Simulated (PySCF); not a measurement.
## Low-lying terms of Sc³⁺ (scandium, charge +3)

Ground state [Ar], ¹S. Calculation: PySCF 2.14, in aug-cc-pVDZ with two added diffuse shells each of s, p, d type (9s8p6d2f, 77 functions); no relativity, point nucleus. Vertical excitation energies in eV without spin-orbit coupling; excited terms of each kind are numbered among those the solver found. Frozen: [Ne].

```
 term  leading excitation  EOM-EE-CCSD
1 3P°              3p → d       30.127
1 3F°              3p → d       31.675
1 1D°              3p → d       33.798
1 3D°              3p → d       33.884
1 1F°              3p → d       34.094
1 1P°              3p → s       42.484
 1 3S              3p → p       47.854
 1 3D              3p → p       48.520
 1 1D              3p → p       48.709
 1 1P              3p → p       48.905
 1 3P              3p → p       48.943
 1 1S              3p → p       49.890
 2 3S              3p → p       60.890
 2 1D              3p → p       61.068
```

The solver can miss terms.
